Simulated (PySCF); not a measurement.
C6H9N3.
Z-matrix (Å and degrees, PBE0-D3(BJ)/def2-SVP geometry), rows numbered from 1:
```
C 
C   1  1.4876
N   2  1.3314  1  122.59
N   3  1.3119  2  103.87  1   179.81
N   4  1.3142  3  116.67  2     0.03
C   5  1.3310  4  103.71  3    -0.03
C   6  1.4733  2  129.02  1     0.25
C   7  1.5074  6  119.84  2  -145.45
C   8  1.4919  7   60.34  6  -109.05
H   1  1.1015  2  111.50  3  -116.58
H   1  1.0977  2  109.75  3     3.30
H   1  1.1011  2  111.50  3   123.34
H   4  1.0120  3  121.69  2   179.90
H   7  1.0930  6  113.80  2    -0.20
H   8  1.0931  7  116.03  9   108.39
H   8  1.0931  7  117.93  9  -109.04
H   9  1.0930  7  116.14  8  -108.41
H   9  1.0931  7  117.83  8   108.99
```

Method used: PBE0-D3(BJ)/def2-SVP geometry optimisation, gas phase (PySCF).

Take the most abundant isotopes and a rigid rotor. The values belong to one conformer with, in the numbering `[CH3:1][c:2]1[n:3][nH:4][n:5][c:6]1[CH:7]1[CH2:8][CH2:9]1`, N5–C6–C7–C8 35°.

**Question.** Give the principal moments of inertia and the rotational constants in GHz.

**Answer.** Ia = 166.65, Ib = 385.21, Ic = 509.11 u·Å²; 505379 MHz·u·Å²/I gives 3033, 1312 and 992.7 MHz, that is A = 3.0327, B = 1.3119, C = 0.9927 GHz.

**Question.** What kind of rotor is it?

**Answer.** An asymmetric top; Ray's κ = -0.687.

**Question.** Is it planar, by Δ = Ic − Ia − Ib?

**Answer.** Not planar: Δ = Ic − Ia − Ib = -42.74 u·Å². For a rigid frame Δ = −2 Σ m c², so Σ m c² = 21.37 u·Å² lies off the ab plane: 8.02 from hydrogen and 13.35 from heavier atoms. The atom farthest from that plane is 1.27 Å away.

**Question.** Give the coordinates in the principal-axis frame, origin at the centre of mass.

**Answer.** The sense of each axis is arbitrary; atoms in the order of the calculation.
```json
{"atom": "C1", "mass (u)": "12.000", "a (Å)": "-1.588", "b (Å)": "-2.030", "c (Å)": "0.001"}
{"atom": "C2", "mass (u)": "12.000", "a (Å)": "-1.213", "b (Å)": "-0.590", "c (Å)": "-0.001"}
{"atom": "N3", "mass (u)": "14.003", "a (Å)": "-2.119", "b (Å)": "0.386", "c (Å)": "-0.002"}
{"atom": "N4", "mass (u)": "14.003", "a (Å)": "-1.399", "b (Å)": "1.483", "c (Å)": "0.000"}
{"atom": "N5", "mass (u)": "14.003", "a (Å)": "-0.093", "b (Å)": "1.331", "c (Å)": "0.002"}
{"atom": "C6", "mass (u)": "12.000", "a (Å)": "0.071", "b (Å)": "0.010", "c (Å)": "0.001"}
{"atom": "C7", "mass (u)": "12.000", "a (Å)": "1.396", "b (Å)": "-0.633", "c (Å)": "0.001"}
{"atom": "C8", "mass (u)": "12.000", "a (Å)": "2.541", "b (Å)": "0.006", "c (Å)": "0.745"}
{"atom": "C9", "mass (u)": "12.000", "a (Å)": "2.539", "b (Å)": "0.004", "c (Å)": "-0.747"}
{"atom": "H10", "mass (u)": "1.008", "a (Å)": "-1.244", "b (Å)": "-2.535", "c (Å)": "0.918"}
{"atom": "H11", "mass (u)": "1.008", "a (Å)": "-2.679", "b (Å)": "-2.130", "c (Å)": "-0.057"}
{"atom": "H12", "mass (u)": "1.008", "a (Å)": "-1.145", "b (Å)": "-2.563", "c (Å)": "-0.854"}
{"atom": "H13", "mass (u)": "1.008", "a (Å)": "-1.827", "b (Å)": "2.400", "c (Å)": "-0.001"}
{"atom": "H14", "mass (u)": "1.008", "a (Å)": "1.356", "b (Å)": "-1.726", "c (Å)": "0.003"}
{"atom": "H15", "mass (u)": "1.008", "a (Å)": "2.317", "b (Å)": "0.949", "c (Å)": "1.250"}
{"atom": "H16", "mass (u)": "1.008", "a (Å)": "3.238", "b (Å)": "-0.649", "c (Å)": "1.273"}
{"atom": "H17", "mass (u)": "1.008", "a (Å)": "2.317", "b (Å)": "0.945", "c (Å)": "-1.256"}
{"atom": "H18", "mass (u)": "1.008", "a (Å)": "3.236", "b (Å)": "-0.655", "c (Å)": "-1.272"}
```

**Question.** List the rotational levels J(Ka,Kc) to J = 2 (MHz).

**Answer.** Above 0(0,0):
J = 1: 1(0,1) 2305, 1(1,1) 4025, 1(1,0) 4345
J = 2: 2(0,2) 6873, 2(1,2) 8315, 2(1,1) 9273, 2(2,1) 14435, 2(2,0) 14476

**Question.** Which types of transition are allowed, and where do some lines up to J = 4 fall?

**Answer.** The dipole components are |μa| = 0.33 D, |μb| = 0.40 D, |μc| = 0.01 D. The squared components, which scale the intensities, stand as 0.67 : 1.00 : 0.00 (a : b : c). Some lines, for components of 0.1 D or more:

```tsv
type	branch	J(Ka,Kc)	MHz	lower level (cm⁻¹)
b	R	4(2,2) ← 3(3,1)	330	1.027
b	R	2(0,2) ← 1(1,1)	2848	0.134
b	Q	4(1,3) ← 4(0,4)	3927	0.750
b	Q	3(2,1) ← 3(1,2)	4908	0.555
a	R	2(1,1) ← 1(1,0)	4929	0.145
b	Q	2(2,0) ← 2(1,1)	5203	0.309
b	Q	2(2,1) ← 2(1,2)	6120	0.277
a	R	3(1,3) ← 2(1,2)	6411	0.277
b	Q	4(2,3) ← 4(1,4)	7302	0.775
b	R	3(1,3) ← 2(0,2)	7853	0.229
a	R	4(1,4) ← 3(1,3)	8508	0.491
b	R	4(1,4) ← 3(0,3)	9605	0.455
b	R	3(2,1) ← 2(1,2)	13232	0.277
b	R	4(2,3) ← 3(1,2)	13897	0.555
b	R	4(3,2) ← 3(2,1)	18518	0.719
b	R	4(4,0) ← 3(3,1)	22389	1.027
```

PBE0-D3(BJ)/def2-SVP frequencies: not computed here. No vibrational averaging or centrifugal distortion is included, and the geometry carries the error of its method. A rigid rotor knows nothing of internal rotation, which can split or shift real lines. Quadrupole hyperfine structure (14N) is left out.
